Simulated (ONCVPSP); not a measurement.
# K (Z = 19), ONCV: configuration errors across variants

```
Element                 : potassium (K)
Generator               : ONCVPSP 4.0.1
Type                    : optimised norm-conserving Vanderbilt (ONCV)
Functional              : PBEsol
Relativity              : scalar-relativistic
Frozen core             : [Ne]
Valence charge          : 9
Reference configuration : 3s2 3p6 4s1
Partial waves           : 3s+4s: rc 2.50 bohr, ncon 4, nbas 7, qcut 4.3 1/bohr, 2 projectors; 3p: rc 1.25 bohr, ncon 4, nbas 7, qcut 6.9 1/bohr, 2 projectors, debl 3 Ha; d scattering state at 0.02 Ha: rc 2.45 bohr, ncon 4, nbas 7, qcut 3.6 1/bohr, 2 projectors, debl 0.9 Ha
Local potential         : polynomial inside 1.00 bohr (lpopt 5, dvloc0 2 Ha)
Core correction         : Teter function, fcfact 2.25, rcfact 1.15
```

All-electron excitation energies from the reference (eV): (1) 3s2 3p6 4s0 4.217; (2) 3s2 3p6 4s0.5 1.621; (3) 3s2 3p6 4s0 4p1 1.518; (4) 3s1 3p6 4s1 41.898.

Errors AE − PS in meV (a dash: test not solved or not reliable):

```tsv
change	(1)	(2)	(3)	(4)	bound ghosts	GHOST(+) flags above zero
base	-0.3	-0.1	-0.1	-258	none	none
all radii but the core radius scaled by about 0.78 (s 1.96, p 0.98, d 1.92 bohr); local potential polynomial inside 0.78 bohr (lpopt 5, dvloc0 2 Ha)	-0.2	0.0	-0.1	-158	none	s, p
all radii but the core radius scaled by about 0.85 (s 2.14, p 1.06, d 2.10 bohr); local potential polynomial inside 0.86 bohr (lpopt 5, dvloc0 2 Ha)	-0.3	-0.1	-0.1	-201	none	s
all radii but the core radius scaled by about 0.93 (s 2.32, p 1.16, d 2.26 bohr); local potential polynomial inside 0.92 bohr (lpopt 5, dvloc0 2 Ha)	-0.3	-0.1	-0.1	-234	none	none
all radii but the core radius scaled by about 1.06 (s 2.66, p 1.32, d 2.60 bohr); local potential polynomial inside 1.06 bohr (lpopt 5, dvloc0 2 Ha)	-0.3	-0.1	-0.1	-271	none	none
all radii but the core radius scaled by about 1.10 (s 2.74, p 1.38, d 2.68 bohr); local potential polynomial inside 1.10 bohr (lpopt 5, dvloc0 2 Ha)	-0.3	-0.1	-0.1	-272	none	none
all radii but the core radius scaled by about 1.23 (s 3.08, p 1.54, d 3.02 bohr); local potential polynomial inside 1.24 bohr (lpopt 5, dvloc0 2 Ha)	-0.4	-0.1	-0.2	-255	none	none
all radii but the core radius scaled by about 1.33 (s 3.34, p 1.66, d 3.26 bohr); local potential polynomial inside 1.34 bohr (lpopt 5, dvloc0 2 Ha)	-0.5	-0.1	-0.2	-212	none	none
```

Task: Give the same row for: all radii but the core radius scaled by about 1.17 (s 2.94, p 1.46, d 2.88 bohr); local potential polynomial inside 1.18 bohr (lpopt 5, dvloc0 2 Ha).

Result: -0.3, -0.1, -0.1, -267; bound ghosts: none; GHOST(+) flags above zero: none.
